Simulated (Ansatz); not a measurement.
Consider the atomization: `[SiH3][SiH2][GeH2][SiH2][SiH3]` → Ge• + 12 H• + 4 Si•.

Isolated molecules relaxed with PBE0-D4/def2-TZVP in Ansatz; ΔE leaves out vibrations. CBS: MP2 limit from def2 TZ/QZ plus the TZ coupled-cluster correction, frozen cores. This one scheme is used for every species, atoms too. DFT in def2-TZVPP. No spin–orbit coupling; open shells (•) take unrestricted orbitals. Spin–orbit coupling would lower the free atoms: a little for Si; clearly for Ge. Bonds to Ge are less sure, by a few kJ/mol each and by 10 to 20 or more in all where they break to atoms, as the def2 sets lack core-valence functions. Scalar relativity is left out up to krypton. One conformer a species, not always the lowest.

`[SiH3][SiH2][GeH2][SiH2][SiH3]`:

```xyz
17

Si   -0.002    0.835   -2.533
Si    1.032    1.617   -0.589
Ge   -0.450    1.341    1.256
Si   -1.273   -0.894    1.263
Si    0.520   -2.381    1.087
H    -1.263    1.589   -2.770
H     0.879    0.989   -3.722
H    -0.338   -0.605   -2.370
H     1.418    3.047   -0.745
H     2.267    0.825   -0.330
H     0.287    1.629    2.578
H    -1.618    2.338    1.137
H    -2.180   -1.069    0.094
H    -2.052   -1.165    2.504
H     1.263   -2.113   -0.174
H     0.060   -3.796    1.078
H     1.450   -2.187    2.232
```

```csv
level,ΔE (kJ/mol),difference from CCSD(T)/CBS
PBE-D4,4749.7,-91.2
PBE0-D4,4762.9,-78.0
PBE,4700.4,-140.5
r2SCAN,4815.8,-25.1
r2SCANh,4806.2,-34.7
r2SCAN0,4794.1,-46.8
MP2/def2-TZVPP,4646.0,-194.9
HF/def2-QZVPP,3677.3,-1163.6
MP2/def2-QZVPP,4711.3,-129.6
CCSD/CBS(def2),4799.5,-41.4
CCSD(T)/CBS,4840.9,0
```

Largest T1 diagnostic among the species: 0.013.

From BLYP to BHLYP (50 % exact exchange), in def2-TZVPP and without D4, ΔE moves by +87.4 kJ/mol. At CCSD(T), def2-SVP lies −335.3 kJ/mol from the extrapolated value and def2-TZVPP −111.4 kJ/mol: correlation converges slowly with the basis, and small sets miss more of it in the bonded molecule than in its fragments. Leaving LDA and LC-ωPBE aside and taking each functional with its dispersion term where it has one, the values, not all of them listed here, spread over 187.1 kJ/mol, from revPBE-D4 to ωB97X-V. LDA lies +593.3 kJ/mol from PBE without D4, its usual overbinding.

For atomizations the MP2-based limit and the directly extrapolated one differ by several kJ/mol either way, and by 10 to 25 for some Ge, Se and Sn compounds, so smaller differences from it don't rank the levels.
